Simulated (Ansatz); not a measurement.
Several settings on one geometry of BCl2F (that of the charge 0 singlet, r2SCAN-D4/def2-TZVP). Ansatz on 4 threads of Intel Xeon 6975P-C on a shared host; times are rough.

Cartesian coordinates in Å:
```
B -0.0490 -0.0817 0.0005
Cl 1.6925 -0.1395 0.0133
Cl -0.9177 1.4289 -0.0177
F -0.7257 -1.2077 0.0039
```

Totals from different functionals, basis sets or treatments of relativity can't be compared as stabilities.

The spins typed aren't always the lowest for that charge.

**Question.** Give the basis size and estimate the energy, ⟨S²⟩ and time of these runs.

```csv
run,method,charge,state,further keys
1,RKS ωB97/def2-mTZVPP,0,singlet,scf: {lower_state_search: full}
2,UKS r2SCANh/aug-cc-pVDZ,1,doublet,pseudopotentials: {relativity: none}
3,RKS B97M-V/cc-pVDZ,0,singlet,forces asked
```

**Answer.** 
```tsv
run	functions	energy (Eh)	⟨S²⟩	wall time
1	97	-1045.2830	–	0.9 s
2	100	-1044.6996	0.75	4 s
3	64	-1044.9932	–	0.75 s
```
